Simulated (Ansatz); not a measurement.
Relaxation of BBrH5NO2 (10 atoms, charge 0, multiplicity 1), to a largest force component of 0.03 eV/Å in at most 50 steps.

Theory: RKS B3LYP-D4/def2-SVP in Ansatz 0.2.0.

```xyz
10
Properties=species:S:1:pos:R:3:forces:R:3
B -0.537 -0.357 -0.191 -0.13 1.69 -0.43
N -0.390 1.100 -0.485 0.19 -1.71 0.43
O -0.438 -1.210 -1.248 0.00 0.00 -0.03
O -0.756 -0.844 1.066 -0.01 0.04 0.01
H 1.751 0.701 0.283 0.20 -0.51 0.38
Br 2.553 -0.241 1.093 -0.21 0.60 -0.39
H -0.385 1.382 -1.459 -0.01 0.01 0.02
H -0.780 1.805 0.129 -0.01 -0.01 0.00
H -0.424 -2.130 -0.959 0.00 -0.05 0.01
H -0.594 -0.207 1.772 -0.02 -0.05 -0.01
```

Q: Where does it end, and by what steps?

A: The run converged. After 13 steps the energy has fallen by 0.241 eV; Br6 moved furthest, 0.95 Å.

```
step  energy less start (eV)  largest force component (eV/Å)  accepted
   0                  0.0000                           1.715       yes
   1                 -0.1063                           0.845       yes
   2                 -0.1795                           0.223       yes
   3                 -0.2048                           0.241       yes
   4                 -0.2156                           0.264       yes
   5                 -0.2238                           0.141       yes
   6                 -0.2291                           0.221       yes
   7                 -0.2334                           0.168       yes
   8                 -0.2353                           0.238       yes
   9                 -0.2389                           0.125       yes
  10                 -0.2374                           0.170        no
  11                 -0.2409                           0.032       yes
  12                 -0.2412                           0.072       yes
  13                 -0.2415                           0.016       yes
```

```xyz
10
Properties=species:S:1:pos:R:3
B -0.574 -0.440 -0.249
N -0.061 0.900 -0.500
O -0.891 -1.207 -1.329
O -0.687 -0.945 1.012
H 1.463 0.797 0.351
Br 2.439 0.626 1.469
H -0.050 1.205 -1.471
H -0.376 1.650 0.109
H -1.087 -2.118 -1.073
H -0.175 -0.468 1.681
```

Whether the end is a true minimum wasn't checked by a vibrational analysis.

Run time: 27 s on 2 threads of Intel(R) Xeon(R) 6975P-C (Granite Rapids), on a shared host, peak memory 0.29 GiB.
